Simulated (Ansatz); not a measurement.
`CN[SiH2][SeH]` → `[CH2]` (triplet) + `N[SiH2][SeH]`  (formal loss of a carbene)

Computed with Ansatz on PBE0-D4/def2-TZVP structures; ΔE is electronic, products minus reactants. CBS: MP2 limit from def2 TZ/QZ plus the TZ coupled-cluster correction, frozen cores. This one scheme is used for every species. Functionals use def2-TZVPP. B3LYP here is the variant with VWN-RPA as its local correlation; programs differ in this. HSE06 is defined as in plane-wave codes. Triplets are unrestricted, without spin–orbit coupling. For Se outer-core shells are correlated without core-valence functions, which leaves a few kJ/mol of doubt a bond. Scalar relativity is left out up to krypton. One conformer a species, not always the lowest.

| level | ΔE (kJ/mol) | difference from CCSD(T)/CBS |
| --- | --- | --- |
| LDA (SPW92) | 473.2 | 75.0 |
| PBE-D4 | 407.1 | 8.9 |
| revPBE-D4 | 395.5 | -2.7 |
| BLYP-D4 | 395.8 | -2.4 |
| r2SCAN-D4 | 375.6 | -22.6 |
| r2SCANh-D4 | 373.8 | -24.4 |
| HSE06-D4 | 398.0 | -0.2 |
| PBE-QIDH | 394.4 | -3.8 |
| PBE | 399.9 | 1.7 |
| revPBE | 374.4 | -23.8 |
| B3LYP | 383.5 | -14.7 |
| r2SCAN0 | 369.2 | -29.0 |
| BHLYP | 374.3 | -23.9 |
| RPA@PBE/def2-TZVPP | 385.2 | -13.0 |
| SCS-MP2/def2-TZVPP | 401.9 | 3.7 |
| HF/CBS(def2) | 254.5 | -143.7 |
| CCSD(T)/CBS | 398.2 | 0 |

Largest T1 diagnostic among the species: 0.011.

From PBE to PBE0 (25 % exact exchange), in def2-TZVPP and without D4, ΔE moves by −8.5 kJ/mol. At CCSD(T), def2-SVP lies −7.8 kJ/mol from the extrapolated value and def2-TZVPP −9.9 kJ/mol.

CCSD(T)/CBS has its own doubt, a few kJ/mol and more with outer-core shells, so smaller differences from it don't rank the levels.
